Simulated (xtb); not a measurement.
xtb input:

```bash
xtb mol.xyz --gfn 2 --sp --chrg -1 --uhf 0
```
mol.xyz:
```
7

C     -2.49052906    -0.32882141    -0.63501696
C     -1.57649386     0.05827846     0.32874050
B     -0.10296955     0.03178018     0.09819432
Cl     1.05169097     0.55660780     1.41391280
Cl     0.73085969    -0.48228732    -1.40105533
H     -3.51428916    -0.21176962    -0.20429963
H     -1.87208680     0.41267832     1.33240981
```

Which total energy does the run end on?

-15.79754 Eh (GFN2-xTB).

It need not be the lowest isomer of its formula. Whether it binds its extra electron was not tested at this geometry.
